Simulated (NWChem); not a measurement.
Everything below was run with NWChem. System: O2Si (-1), charge -1, spin multiplicity 2, at a geometry optimised with UPBE/def2-SVP. The structure started from a generated list of species. Its SCF solution wasn't tested for a lower state. Level: ROCCSD(T)/aug-cc-pVDZ, 7 core orbitals frozen.

The NWChem input:

```
start mol
memory heap 100 mb stack 700 mb global 1900 mb
charge -1
geometry units angstroms nocenter noautoz
  O     -1.477280     0.000000     0.276890
  Si     0.000000     0.000000    -0.316446
  O      1.477280     0.000000     0.276890
  symmetry group C2v
end
basis spherical
  * library aug-cc-pvdz
end
scf
  rohf
  nopen 1
  maxiter 100
  thresh 1e-7
  semidirect memsize 60000000 filesize 0
  # guess.movecs holds the orbitals of an unrestricted PBE0 run
  vectors input guess.movecs output mol.movecs
end
tce
  freeze core 7
  ccsd(t)
  2eorb
  2emet 13
  thresh 1e-6
  maxiter 100
  tilesize 24
end
task tce energy
```

Part of the output:

```
             Northwest Computational Chemistry Package (NWChem) 7.3.0
             --------------------------------------------------------

                                NWChem Input Module
                                -------------------

 Scaling coordinates for geometry "geometry" by  1.889725989
 (inverse scale =  0.529177249)

 Turning off AUTOSYM since
 SYMMETRY directive was detected!

                             Geometry "geometry" -> ""
                             -------------------------

 Output coordinates in angstroms (scale by  1.889725989 to convert to a.u.)

  No.       Tag          Charge          X              Y              Z
 ---- ---------------- ---------- -------------- -------------- --------------
    1 O                    8.0000    -1.47728000     0.00000000     0.27689000
    2 Si                  14.0000     0.00000000     0.00000000    -0.31644600
    3 O                    8.0000     1.47728000     0.00000000     0.27689000

 Effective nuclear repulsion energy (a.u.)      85.9207214438

            Nuclear Dipole moment (a.u.)
            ----------------------------
        X                 Y               Z
 ---------------- ---------------- ----------------
     0.0000000000     0.0000000000    -0.0000075589

      Symmetry information
      --------------------

 Group name             C2v
 Group number             16
 Group order               4
 No. of unique centers     2

      Symmetry unique atoms

     1    2


 Summary of "ao basis" -> "" (spherical)
 ------------------------------------------------------------------------------
       Tag                 Description            Shells   Functions and Types
 ---------------- ------------------------------  ------  ---------------------
 *                        aug-cc-pvdz                 on all atoms

 Summary of "ao basis" -> "ao basis" (spherical)
 ------------------------------------------------------------------------------
       Tag                 Description            Shells   Functions and Types
 ---------------- ------------------------------  ------  ---------------------
 O                        aug-cc-pvdz                9       23   4s3p2d
 Si                       aug-cc-pvdz               11       27   5s4p2d

                                 NWChem SCF Module
                                 -----------------

  ao basis        = "ao basis"
  functions       =    73
  atoms           =     3
  closed shells   =    15
  open shells     =     1
  charge          =  -1.00
  wavefunction    = ROHF
  use symmetry    = T
  symmetry adapt  = T

 Summary of "ao basis" -> "ao basis" (spherical)
 ------------------------------------------------------------------------------
       Tag                 Description            Shells   Functions and Types
 ---------------- ------------------------------  ------  ---------------------
 O                        aug-cc-pvdz                9       23   4s3p2d
 Si                       aug-cc-pvdz               11       27   5s4p2d

      Symmetry analysis of basis
      --------------------------

        a1         29
        a2          9
        b1         22
        b2         13

 Forming initial guess at       0.0s

      Symmetry analysis of molecular orbitals - initial
      -------------------------------------------------

  Numbering of irreducible representations:

     1 a1          2 a2          3 b1          4 b2

  Orbital symmetries:

     1 a1          2 a1          3 b1          4 a1          5 b2
     6 a1          7 b1          8 a1          9 b1         10 a1
    11 b1         12 a1         13 b2         14 a2         15 b1
    16 a1         17 b2         18 a1         19 b1         20 a1
    21 b2         22 a1         23 b1         24 a1         25 a2
    26 b1

 Starting SCF solution at       0.1s

 ----------------------------------------------
         Quadratically convergent ROHF

 Convergence threshold     :          1.000E-07
 Maximum no. of iterations :          100
 Final Fock-matrix accuracy:          1.000E-09
 ----------------------------------------------

              iter       energy          gnorm     gmax       time
             ----- ------------------- --------- --------- --------
                 1     -438.6739644637  6.28D-01  2.00D-01      0.7
                 2     -438.7037121817  1.95D-01  4.65D-02      0.7
                 3     -438.7098473491  1.84D-02  4.82D-03      0.8
                 4     -438.7099932670  2.68D-04  7.47D-05      0.9
                 5     -438.7099932937  7.10D-08  2.02D-08      1.1

       Final ROHF results
       ------------------

         Total SCF energy =   -438.709993293745
      One-electron energy =   -786.671086115917
      Two-electron energy =    262.040371378333
 Nuclear repulsion energy =     85.920721443839

        Time for solution =      1.0s

       Symmetry analysis of molecular orbitals - final
       -----------------------------------------------

  Numbering of irreducible representations:

     1 a1          2 a2          3 b1          4 b2

  Orbital symmetries:

     1 a1          2 b1          3 a1          4 a1          5 b2
     6 a1          7 b1          8 a1          9 b1         10 a1
    11 b1         12 a1         13 b2         14 b1         15 a2
    16 a1         17 b2         18 a1         19 b1         20 a1
    21 b2         22 b1         23 a1         24 a1         25 a2
    26 a1

             Final eigenvalues
             -----------------

              1
    1  -68.6288
    2  -20.3191
    3  -20.3191
    4   -5.9680
[...]
    6   -4.0729
    7   -4.0728
    8   -1.0396
    9   -1.0155
   10   -0.3945
   11   -0.3061
   12   -0.2816
   13   -0.2729
   14   -0.2307
   15   -0.2251
   16    0.0446
   17    0.1792
   18    0.1861
   19    0.1913
   20    0.2142
   21    0.3151
   22    0.3572
   23    0.3583
   24    0.3748
   25    0.3931
   26    0.4216

                       ROHF Final Molecular Orbital Analysis
                       -------------------------------------

 Vector   14  Occ=2.000000D+00  E=-2.306813D-01  Symmetry=b1
              MO Center= -4.3D-15, -7.9D-15,  2.0D-01, r^2= 2.9D+00
   Bfn.  Coefficient  Atom+Function         Bfn.  Coefficient  Atom+Function
  ----- ------------  ---------------      ----- ------------  ---------------
     7      0.354681  1 O  pz                57     -0.354681  3 O  pz
    10      0.280813  1 O  pz                60     -0.280813  3 O  pz
     5      0.227327  1 O  px                55      0.227327  3 O  px
     8      0.158015  1 O  px                58      0.158015  3 O  px

 Vector   15  Occ=2.000000D+00  E=-2.250619D-01  Symmetry=a2
              MO Center= -1.0D-14,  8.5D-15,  2.3D-01, r^2= 2.8D+00
   Bfn.  Coefficient  Atom+Function         Bfn.  Coefficient  Atom+Function
  ----- ------------  ---------------      ----- ------------  ---------------
     6      0.409308  1 O  py                56     -0.409308  3 O  py
     9      0.313281  1 O  py                59     -0.313281  3 O  py

 Vector   16  Occ=1.000000D+00  E= 4.455121D-02  Symmetry=a1
              MO Center=  1.1D-14, -1.0D-14, -9.5D-01, r^2= 2.4D+00
   Bfn.  Coefficient  Atom+Function         Bfn.  Coefficient  Atom+Function
  ----- ------------  ---------------      ----- ------------  ---------------
    37      0.387413  2 Si pz                34      0.318797  2 Si pz
    27     -0.269015  2 Si s                 26     -0.257006  2 Si s
     7     -0.185098  1 O  pz                57     -0.185098  3 O  pz
    45      0.156285  2 Si d  2

 Vector   17  Occ=0.000000D+00  E= 1.792111D-01  Symmetry=b2
              MO Center= -3.1D-16, -9.1D-16, -5.8D-01, r^2= 1.8D+01
   Bfn.  Coefficient  Atom+Function         Bfn.  Coefficient  Atom+Function
  ----- ------------  ---------------      ----- ------------  ---------------
    39      1.384827  2 Si py                12     -0.390195  1 O  py
    62     -0.390195  3 O  py

 Vector   18  Occ=0.000000D+00  E= 1.860916D-01  Symmetry=a1
              MO Center=  1.2D-15,  4.4D-17, -1.2D+00, r^2= 1.8D+01
   Bfn.  Coefficient  Atom+Function         Bfn.  Coefficient  Atom+Function
  ----- ------------  ---------------      ----- ------------  ---------------
    40      1.475751  2 Si pz                13     -0.484690  1 O  pz
    63     -0.484690  3 O  pz                28     -0.257861  2 Si s
    48      0.247478  2 Si d  0              50     -0.220987  2 Si d  2
     4      0.179743  1 O  s                 27     -0.179272  2 Si s
    54      0.179743  3 O  s                 37     -0.152647  2 Si pz

 Vector   19  Occ=0.000000D+00  E= 1.913311D-01  Symmetry=b1
              MO Center= -4.2D-14, -1.0D-15, -6.3D-01, r^2= 2.0D+01
   Bfn.  Coefficient  Atom+Function         Bfn.  Coefficient  Atom+Function
  ----- ------------  ---------------      ----- ------------  ---------------
    38      1.632638  2 Si px                 4      1.508524  1 O  s
    54     -1.508524  3 O  s                 35      0.826731  2 Si px
    49     -0.327325  2 Si d  1

 center of mass
 --------------
 x =   0.00000000 y =   0.00000000 z =   0.00014098

 moments of inertia (a.u.)
 ------------------
          18.762919313358           0.000000000000           0.000000000000
           0.000000000000         268.070281921562           0.000000000000
           0.000000000000           0.000000000000         249.307362608203

  Mulliken analysis of the total density
  --------------------------------------

    Atom       Charge   Shell Charges
 -----------   ------   -------------------------------------------------------
    1 O    8     9.21   2.00  0.83  1.03  0.24  2.72  2.08  0.27  0.01  0.03
    2 Si  14    12.58   2.00  2.02  0.65  0.12  0.04  6.00  1.03  0.21 -0.00  0.45  0.06
    3 O    8     9.21   2.00  0.83  1.03  0.24  2.72  2.08  0.27  0.01  0.03

 Mulliken analysis of the open-shell density
 -------------------------------------------

    Atom       Charge   Shell Charges
 -----------   ------   -------------------------------------------------------
    1 O    8     0.09  -0.00  0.00 -0.00  0.03  0.06  0.01 -0.02 -0.00  0.00
    2 Si  14     0.81   0.00  0.00  0.11  0.14  0.08 -0.00  0.17  0.17  0.01  0.10  0.03
    3 O    8     0.09  -0.00  0.00 -0.00  0.03  0.06  0.01 -0.02 -0.00  0.00

       Multipole analysis of the density wrt the origin
       ------------------------------------------------

     L   x y z        total         open         nuclear
     -   - - -        -----         ----         -------
     0   0 0 0     -1.000000     -1.000000     30.000000

     1   1 0 0      0.000000     -0.000000      0.000000
     1   0 1 0      0.000000      0.000000      0.000000
     1   0 0 1     -0.655753      1.795473     -0.000008

     2   2 0 0    -32.625734     -2.950575    124.693349
     2   1 1 0      0.000000      0.000000      0.000000
     2   1 0 1      0.000000      0.000000      0.000000
     2   0 2 0    -18.227087     -2.187280      0.000000
     2   0 1 1     -0.000000     -0.000000      0.000000
     2   0 0 2    -21.002304     -6.483243      9.386979

                   NWChem Extensible Many-Electron Theory Module
                   ---------------------------------------------


            General Information
            -------------------
      Number of processors :     1
         Wavefunction type : Restricted open-shell Hartree-Fock
          No. of electrons :    31
           Alpha electrons :    16
            Beta electrons :    15
           No. of orbitals :   146
            Alpha orbitals :    73
             Beta orbitals :    73
        Alpha frozen cores :     7
         Beta frozen cores :     7
     Alpha frozen virtuals :     0
      Beta frozen virtuals :     0
         Spin multiplicity : doublet
    Number of AO functions :    73
       Number of AO shells :    29
        Use of symmetry is : on
      Symmetry adaption is : on
         Schwarz screening : 0.10D-09

          Correlation Information
          -----------------------
          Calculation type : Coupled-cluster singles & doubles w/ perturbation
   Perturbative correction : (T)
            Max iterations :      100
        Residual threshold : 0.10D-05
     T(0) DIIS level shift : 0.00D+00
     L(0) DIIS level shift : 0.00D+00
     T(1) DIIS level shift : 0.00D+00
     L(1) DIIS level shift : 0.00D+00
     T(R) DIIS level shift : 0.00D+00
     T(I) DIIS level shift : 0.00D+00
   CC-T/L Amplitude update :  5-th order DIIS
                I/O scheme : Global Array Library
        L-threshold :  0.10D-05
        EOM-threshold :  0.10D-05
 no EOMCCSD initial starts read in
 TCE RESTART OPTIONS
 SLICE:      F
 D4D5:       F
 quantumc:   F
 qrotation:  F
 pwtce:      F
 qducc:      F
 nacto:                         0
 nrotv:                         0
 nrot:                          0

            Memory Information
            ------------------
          Available GA space size is     249026142 doubles
          Available MA space size is     104853636 doubles

 Maximum block size supplied by input
 Maximum block size        24 doubles

 tile_dim =     21

 -------------------------------------------------

 Global array virtual files algorithm will be used

 Parallel file system coherency ......... OK

 4-electron integrals stored in orbital form

 v2    file size   =          1298719
 4-index algorithm nr.  13 is used
 imaxsize =       30
 imaxsize ichop =        0


CCSD iterations
 ---------------------------------------------------------
 Iter          Residuum       Correlation     Cpu    Wall
 ---------------------------------------------------------
    1   0.2138788514964  -0.5188436335356     0.4     0.4
    2   0.0553640689508  -0.4912665568850     0.4     0.4
    3   0.0252145379020  -0.5085813711386     0.4     0.4
    4   0.0156426469233  -0.5052903016685     0.4     0.4
    5   0.0109897522809  -0.5088082494508     0.4     0.4
    6   0.0037657066819  -0.5083760406204     0.4     0.4
    7   0.0023811135854  -0.5083781071484     0.4     0.4
    8   0.0020680212198  -0.5083568653022     0.4     0.4
    9   0.0018625479478  -0.5084215940488     0.4     0.4
   10   0.0020467630721  -0.5084397201577     0.4     0.4
   11   0.0002131950182  -0.5084979691902     0.4     0.4
   12   0.0001182154356  -0.5084983603825     0.4     0.4
   13   0.0001115265948  -0.5084910311590     0.4     0.4
   14   0.0000815510688  -0.5084962631168     0.4     0.4
   15   0.0000901611377  -0.5084916964907     0.4     0.4
   16   0.0000131063236  -0.5084941469372     0.4     0.4
   17   0.0000107045458  -0.5084928220286     0.4     0.4
   18   0.0000075341265  -0.5084935474769     0.4     0.4
   19   0.0000084272409  -0.5084932983938     0.4     0.4
   20   0.0000078722572  -0.5084936884271     0.4     0.4
   21   0.0000011329065  -0.5084938184267     0.4     0.4
   22   0.0000004880606  -0.5084937266928     0.4     0.4
 -----------------------------------------------------------------
 Iterations converged
 CCSD correlation energy / hartree =        -0.508493726692806
 CCSD total energy / hartree       =      -439.218487020438147

 Singles contributions

 Doubles contributions
 CCSD(T)
 Using plain CCSD(T) code
             total no. of tasks         1850
 total no. of tasks / no. procs         1850
                         wl_min            3           1.2
                         wl_max       250047           7.9
        thresh for no. of tasks         1850

 CCSD[T]  correction energy / hartree =        -0.027965046148916
 CCSD[T] correlation energy / hartree =        -0.536458772841722
 CCSD[T] total energy / hartree       =      -439.246452066587040
 CCSD(T)  correction energy / hartree =        -0.023573138634366
 CCSD(T) correlation energy / hartree =        -0.532066865327172
 CCSD(T) total energy / hartree       =      -439.242060159072537

 Task  times  cpu:       17.0s     wall:       17.0s

 Total times  cpu:       17.0s     wall:       17.0s
```
